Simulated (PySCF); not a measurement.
C$_{5}$H$_{13}$AlO, triplet, at a GFN2-xTB geometry (such geometries of metal compounds can be far from the true shape) (a higher spin typed on purpose: for a closed-shell molecule this is an excited state), with bond 18-13 at 2.4 times its length; PySCF with CASSCF(8,8)/STO-3G.

Input for PySCF:
```python
from pyscf import gto, scf, mcscf
import numpy

mol = gto.Mole()
mol.atom = '''
    Al    0.753107    0.178107    1.267614
    C    -1.043511   -0.273915    2.427183
    H    -0.993539   -1.357799    2.449765
    H    -1.960946    0.055457    1.953262
    H    -0.937959    0.139421    3.421847
    C    -0.047664    2.202290    1.467361
    H     0.671812    2.755468    0.872268
    H    -0.006794    2.505438    2.505421
    H    -1.045307    2.311990    1.058041
    O     0.605477   -0.364737   -0.298832
    C     0.371206   -0.772625   -1.611221
    C     0.117333    0.443392   -2.501263
    C    -0.813268   -1.737071   -1.657570
    H     1.270382   -1.296086   -1.972303
    H    -0.771831    0.967166   -2.157159
    H    -0.023597    0.135480   -3.534409
    H     0.963659    1.124057   -2.444495
    H    -0.350429   -3.779758   -0.099976
    H    -1.709445   -1.230124   -1.306531
    H    -0.974794   -2.092199   -2.672395
'''
mol.basis = 'sto-3g'
mol.charge = 0
mol.spin = 2
mol.verbose = 4
mol.build()

mf = scf.ROHF(mol)
mf.kernel()
mc = mcscf.CASSCF(mf, 8, 8)
mc.fix_spin_(ss=2.0)
mc.kernel()
occ = numpy.linalg.eigvalsh(mc.fcisolver.make_rdm1(mc.ci, mc.ncas, mc.nelecas))[::-1]
ss = mc.fcisolver.spin_square(mc.ci, mc.ncas, mc.nelecas)[0]
print('natural occupations', occ.round(4), ' <S^2>', round(ss, 4))
```

It wrote (shortened):

```
PySCF version 2.14.0

[INPUT] verbose = 4
[INPUT] num. atoms = 20
[INPUT] num. electrons = 64
[INPUT] charge = 0
[INPUT] spin (= nelec alpha-beta = 2S) = 2
[INPUT] symmetry False subgroup None
[INPUT] Mole.unit = angstrom
[INPUT] Symbol           X                Y                Z      unit          X                Y                Z       unit  Magmom
[...]
nuclear repulsion = 362.251245765994
number of shells = 36
number of NR pGTOs = 156
number of NR cGTOs = 52
basis = sto-3g
ecp = {}

******** <class 'pyscf.scf.rohf.ROHF'> ********
method = ROHF
initial guess = minao
damping factor = 0
level_shift factor = 0
DIIS = <class 'pyscf.scf.diis.CDIIS'>
diis_start_cycle = 1
diis_space = 8
diis_damp = 0
SCF conv_tol = 1e-09
SCF conv_tol_grad = None
SCF max_cycles = 50
direct_scf = True
direct_scf_tol = 1e-13
num. doubly occ = 31  num. singly occ = 2
Set gradient conv threshold to 3.16228e-05
init E= -507.42139280657
[...]
cycle= 1 E= -506.741306245951  delta_E= 0.68  |g|= 0.601  |ddm|= 3.63

WARN: HOMO 0.215349520994388 >= LUMO 0.0587873058180483

cycle= 2 E= -507.030341732294  delta_E= -0.289  |g|= 0.596  |ddm|= 1.73
[...]
cycle= 3 E= -507.17184653307  delta_E= -0.142  |g|= 0.164  |ddm|= 0.739
[...]
cycle= 4 E= -507.18130649877  delta_E= -0.00946  |g|= 0.0675  |ddm|= 0.388
[...]
cycle= 5 E= -507.184483633986  delta_E= -0.00318  |g|= 0.0427  |ddm|= 0.314
[...]
cycle= 6 E= -507.184960343188  delta_E= -0.000477  |g|= 0.0378  |ddm|= 0.288
[...]
cycle= 7 E= -507.18850701089  delta_E= -0.00355  |g|= 0.0114  |ddm|= 0.17
[...]
cycle= 8 E= -507.188721576099  delta_E= -0.000215  |g|= 0.00362  |ddm|= 0.0478
[...]
cycle= 9 E= -507.188745006234  delta_E= -2.34e-05  |g|= 0.00121  |ddm|= 0.0162
[...]
cycle= 10 E= -507.188747242991  delta_E= -2.24e-06  |g|= 0.000339  |ddm|= 0.00434
[...]
cycle= 11 E= -507.188747363662  delta_E= -1.21e-07  |g|= 0.000173  |ddm|= 0.00108
[...]
cycle= 12 E= -507.188747389167  delta_E= -2.55e-08  |g|= 0.000119  |ddm|= 0.000787
[...]
cycle= 13 E= -507.188747417227  delta_E= -2.81e-08  |g|= 4.21e-05  |ddm|= 0.000457
[...]
cycle= 14 E= -507.188747419819  delta_E= -2.59e-09  |g|= 2.36e-05  |ddm|= 0.000179
[...]
cycle= 15 E= -507.188747420733  delta_E= -9.14e-10  |g|= 1.01e-05  |ddm|= 0.000108
[...]
Extra cycle  E= -507.188747419573  delta_E= 1.16e-09  |g|= 2.29e-05  |ddm|= 0.00012
converged SCF energy = -507.188747419573

******** <class 'pyscf.mcscf.mc1step.CASSCF'> ********
CAS (5e+3e, 8o), ncore = 28, nvir = 16
max_cycle_macro = 50
max_cycle_micro = 4
conv_tol = 1e-07
conv_tol_grad = None
orbital rotation max_stepsize = 0.02
orbital rotation threshold for CI restart = 0.01
augmented hessian ah_max_cycle = 30
augmented hessian ah_conv_tol = 1e-12
augmented hessian ah_linear dependence = 1e-14
augmented hessian ah_level shift = 1e-08
augmented hessian ah_start_tol = 2.5
augmented hessian ah_start_cycle = 3
augmented hessian ah_grad_trust_region = 3
kf_trust_region = 3
kf_interval = 4
ci_response_space = 4
ci_grad_trust_region = 3
with_dep4 0
natorb = False
canonicalization = True
sorting_mo_energy = False
ao2mo_level = 2
internal_rotation = False
******** <class 'pyscf.fci.addons.SpinPenaltyFCISolver'> ********
max. cycles = 50
conv_tol = 1e-08
davidson only = True
linear dependence = 1e-12
level shift = 0.001
max iter space = 12
nroots = 1
pspace_size = 400
spin = None
CASCI E = -507.201619808228  S^2 = 2.0000000
Set conv_tol_grad to 0.000316228
macro iter   1 ( 21 JK    4 micro), CASSCF E = -507.212066050034  dE = -1.04462418e-02  S^2 = 2.0000000
               |grad[o]|=0.0229  |grad[c]|=0.0354  |ddm|=0.0389  |maxRot[o]|=0.313
macro iter   2 ( 21 JK    4 micro), CASSCF E = -507.226425967641  dE = -1.43599176e-02  S^2 = 2.0000000
               |grad[o]|=0.0258  |grad[c]|=0.017  |ddm|=0.0774  |maxRot[o]|=0.277
macro iter   3 ( 21 JK    4 micro), CASSCF E = -507.232573163686  dE = -6.14719604e-03  S^2 = 2.0000000
               |grad[o]|=0.0225  |grad[c]|=0.011  |ddm|=0.0142  |maxRot[o]|=0.166
macro iter   4 ( 21 JK    4 micro), CASSCF E = -507.234889487908  dE = -2.31632422e-03  S^2 = 2.0000000
               |grad[o]|=0.0155  |grad[c]|=0.0131  |ddm|=0.0102  |maxRot[o]|=0.0788
macro iter   5 ( 21 JK    4 micro), CASSCF E = -507.236533287853  dE = -1.64379995e-03  S^2 = 2.0000000
               |grad[o]|=0.0118  |grad[c]|=0.00963  |ddm|=0.00633  |maxRot[o]|=0.0915
macro iter   6 ( 21 JK    4 micro), CASSCF E = -507.237550624286  dE = -1.01733643e-03  S^2 = 2.0000000
               |grad[o]|=0.00855  |grad[c]|=0.00952  |ddm|=0.00489  |maxRot[o]|=0.0896
macro iter   7 ( 21 JK    4 micro), CASSCF E = -507.238085955577  dE = -5.35331291e-04  S^2 = 2.0000000
               |grad[o]|=0.0061  |grad[c]|=0.0114  |ddm|=0.00307  |maxRot[o]|=0.0627
macro iter   8 ( 17 JK    4 micro), CASSCF E = -507.238457788947  dE = -3.71833370e-04  S^2 = 2.0000000
               |grad[o]|=0.00422  |grad[c]|=0.0157  |ddm|=0.0051  |maxRot[o]|=0.0616
macro iter   9 (  7 JK    2 micro), CASSCF E = -507.238649934890  dE = -1.92145943e-04  S^2 = 2.0000000
               |grad[o]|=0.00243  |grad[c]|=0.0151  |ddm|=0.00491  |maxRot[o]|=0.0698
macro iter  10 ( 21 JK    4 micro), CASSCF E = -507.238657895672  dE = -7.96078206e-06  S^2 = 2.0000000
               |grad[o]|=0.00181  |grad[c]|=0.0161  |ddm|=0.00321  |maxRot[o]|=0.0391
macro iter  11 ( 21 JK    4 micro), CASSCF E = -507.238664106490  dE = -6.21081779e-06  S^2 = 2.0000000
               |grad[o]|=0.00179  |grad[c]|=0.0147  |ddm|=0.00298  |maxRot[o]|=0.0251
macro iter  12 ( 21 JK    4 micro), CASSCF E = -507.238670283540  dE = -6.17705086e-06  S^2 = 2.0000000
               |grad[o]|=0.00173  |grad[c]|=0.0142  |ddm|=0.00277  |maxRot[o]|=0.0189
macro iter  13 ( 21 JK    4 micro), CASSCF E = -507.238675524413  dE = -5.24087221e-06  S^2 = 2.0000000
               |grad[o]|=0.00168  |grad[c]|=0.0141  |ddm|=0.00269  |maxRot[o]|=0.0143
macro iter  14 ( 21 JK    4 micro), CASSCF E = -507.238680235285  dE = -4.71087202e-06  S^2 = 2.0000000
[...]
macro iter  22 ( 21 JK    4 micro), CASSCF E = -507.239476902255  dE = -9.32488085e-05  S^2 = 2.0000000
               |grad[o]|=0.00312  |grad[c]|=0.00991  |ddm|=0.00172  |maxRot[o]|=0.0562
macro iter  23 ( 21 JK    4 micro), CASSCF E = -507.239524169292  dE = -4.72670368e-05  S^2 = 2.0000000
               |grad[o]|=0.00243  |grad[c]|=0.012  |ddm|=0.00229  |maxRot[o]|=0.0369
macro iter  24 ( 21 JK    4 micro), CASSCF E = -507.239539010451  dE = -1.48411587e-05  S^2 = 2.0000000
               |grad[o]|=0.00223  |grad[c]|=0.0147  |ddm|=0.00322  |maxRot[o]|=0.0334
macro iter  25 ( 21 JK    4 micro), CASSCF E = -507.239549081568  dE = -1.00711168e-05  S^2 = 2.0000000
               |grad[o]|=0.00219  |grad[c]|=0.0147  |ddm|=0.00327  |maxRot[o]|=0.0293
macro iter  26 ( 21 JK    4 micro), CASSCF E = -507.239548610857  dE =  4.70710745e-07  S^2 = 2.0000000
               |grad[o]|=0.00219  |grad[c]|=0.0167  |ddm|=0.00393  |maxRot[o]|=0.028
macro iter  27 ( 21 JK    4 micro), CASSCF E = -507.239846847955  dE = -2.98237098e-04  S^2 = 2.0000000
               |grad[o]|=0.00228  |grad[c]|=0.00429  |ddm|=0.00123  |maxRot[o]|=0.0597
macro iter  28 ( 21 JK    4 micro), CASSCF E = -507.239859116037  dE = -1.22680825e-05  S^2 = 2.0000000
               |grad[o]|=0.00228  |grad[c]|=0.0144  |ddm|=0.00383  |maxRot[o]|=0.0403
macro iter  29 (  7 JK    2 micro), CASSCF E = -507.240226819362  dE = -3.67703324e-04  S^2 = 2.0000000
               |grad[o]|=0.00223  |grad[c]|=0.0155  |ddm|=0.00536  |maxRot[o]|=0.0513
macro iter  30 (  7 JK    2 micro), CASSCF E = -507.240585915446  dE = -3.59096084e-04  S^2 = 2.0000000
               |grad[o]|=0.00237  |grad[c]|=0.0179  |ddm|=0.00742  |maxRot[o]|=0.0593
macro iter  31 ( 21 JK    4 micro), CASSCF E = -507.240483972055  dE =  1.01943391e-04  S^2 = 2.0000000
               |grad[o]|=0.00255  |grad[c]|=0.0196  |ddm|=0.00814  |maxRot[o]|=0.048
macro iter  32 ( 21 JK    4 micro), CASSCF E = -507.240664579830  dE = -1.80607775e-04  S^2 = 2.0000000
               |grad[o]|=0.00243  |grad[c]|=0.00324  |ddm|=0.00184  |maxRot[o]|=0.0455
macro iter  33 ( 21 JK    4 micro), CASSCF E = -507.240768880011  dE = -1.04300181e-04  S^2 = 2.0000000
               |grad[o]|=0.00248  |grad[c]|=0.00738  |ddm|=0.00285  |maxRot[o]|=0.0185
macro iter  34 ( 21 JK    4 micro), CASSCF E = -507.240809067621  dE = -4.01876100e-05  S^2 = 2.0000000
               |grad[o]|=0.00232  |grad[c]|=0.0112  |ddm|=0.00476  |maxRot[o]|=0.0197
macro iter  35 ( 21 JK    4 micro), CASSCF E = -507.240805732144  dE =  3.33547717e-06  S^2 = 2.0000000
               |grad[o]|=0.00227  |grad[c]|=0.0126  |ddm|=0.00535  |maxRot[o]|=0.0234
macro iter  36 ( 21 JK    4 micro), CASSCF E = -507.240942307176  dE = -1.36575031e-04  S^2 = 2.0000000
               |grad[o]|=0.00231  |grad[c]|=0.00793  |ddm|=0.00451  |maxRot[o]|=0.0421
macro iter  37 ( 12 JK    3 micro), CASSCF E = -507.241221491384  dE = -2.79184209e-04  S^2 = 2.0000000
               |grad[o]|=0.00236  |grad[c]|=0.0107  |ddm|=0.00597  |maxRot[o]|=0.0757
macro iter  38 ( 21 JK    4 micro), CASSCF E = -507.241274767982  dE = -5.32765978e-05  S^2 = 2.0000000
               |grad[o]|=0.0027  |grad[c]|=0.00944  |ddm|=0.00376  |maxRot[o]|=0.013
macro iter  39 ( 21 JK    4 micro), CASSCF E = -507.241263913393  dE =  1.08545893e-05  S^2 = 2.0000000
               |grad[o]|=0.00248  |grad[c]|=0.0122  |ddm|=0.00507  |maxRot[o]|=0.0185
macro iter  40 ( 21 JK    4 micro), CASSCF E = -507.241461391597  dE = -1.97478204e-04  S^2 = 2.0000000
               |grad[o]|=0.00246  |grad[c]|=0.00718  |ddm|=0.00378  |maxRot[o]|=0.0421
macro iter  41 ( 21 JK    4 micro), CASSCF E = -507.241873146761  dE = -4.11755164e-04  S^2 = 2.0000000
               |grad[o]|=0.00258  |grad[c]|=0.00521  |ddm|=0.00277  |maxRot[o]|=0.0889
macro iter  42 ( 21 JK    4 micro), CASSCF E = -507.241941875695  dE = -6.87289339e-05  S^2 = 2.0000000
               |grad[o]|=0.00303  |grad[c]|= 0.01  |ddm|=0.00403  |maxRot[o]|=0.0202
macro iter  43 ( 21 JK    4 micro), CASSCF E = -507.241958765754  dE = -1.68900592e-05  S^2 = 2.0000000
               |grad[o]|=0.00288  |grad[c]|=0.0128  |ddm|=0.0054  |maxRot[o]|=0.0307
macro iter  44 ( 21 JK    4 micro), CASSCF E = -507.241942852049  dE =  1.59137047e-05  S^2 = 2.0000000
               |grad[o]|=0.00304  |grad[c]|=0.0139  |ddm|=0.00571  |maxRot[o]|=0.0305
macro iter  45 ( 21 JK    4 micro), CASSCF E = -507.242273506337  dE = -3.30654288e-04  S^2 = 2.0000000
               |grad[o]|=0.00333  |grad[c]|=0.00849  |ddm|=0.00386  |maxRot[o]|=0.044
macro iter  46 ( 12 JK    3 micro), CASSCF E = -507.242865194264  dE = -5.91687927e-04  S^2 = 2.0000000
               |grad[o]|=0.00333  |grad[c]|=0.011  |ddm|=0.00543  |maxRot[o]|=0.0764
macro iter  47 ( 21 JK    4 micro), CASSCF E = -507.242994691389  dE = -1.29497125e-04  S^2 = 2.0000000
               |grad[o]|=0.00331  |grad[c]|=0.0096  |ddm|=0.00417  |maxRot[o]|=0.0291
macro iter  48 ( 21 JK    4 micro), CASSCF E = -507.243086691479  dE = -9.20000903e-05  S^2 = 2.0000000
               |grad[o]|=0.00316  |grad[c]|=0.0118  |ddm|=0.00567  |maxRot[o]|=0.0381
macro iter  49 ( 21 JK    4 micro), CASSCF E = -507.243170820678  dE = -8.41291985e-05  S^2 = 2.0000000
               |grad[o]|=0.00328  |grad[c]|=0.0134  |ddm|=0.00706  |maxRot[o]|=0.0464
macro iter  50 ( 21 JK    4 micro), CASSCF E = -507.243314151785  dE = -1.43331107e-04  S^2 = 2.0000000
               |grad[o]|=0.00354  |grad[c]|=0.0159  |ddm|=0.00993  |maxRot[o]|=0.0696
1-step CASSCF not converged,  50 macro (973 JK 191 micro) steps
CASSCF canonicalization
Density matrix diagonal elements [1.98744765 1.95382576 1.91820434 1.00000839 1.00001227 0.09504298
 0.03783911 0.00761949]
CASSCF energy = -507.243314151785
CASCI E = -507.243314151785  E(CI) = -9.81493737696468  S^2 = 2.0000000
natural occupations [1.9935 1.955  1.9141 1.     1.     0.0939 0.0371 0.0065]  <S^2> 2.0
```

Convergence was not reached.
